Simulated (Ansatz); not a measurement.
A geometry relaxed with CAM-B3LYP-D3(BJ)/def2-TZVP (Ansatz, a quantum-chemistry and plane-wave program), charge 0, multiplicity 1:

```xyz
4

H     -0.6490     1.4363     0.0084
H      1.5682    -0.1560    -0.0174
H     -0.9193    -1.2802     0.0090
Al     0.0000     0.0000     0.0000
```

Q: Write the SMILES of this molecule.

A: `[AlH3]`
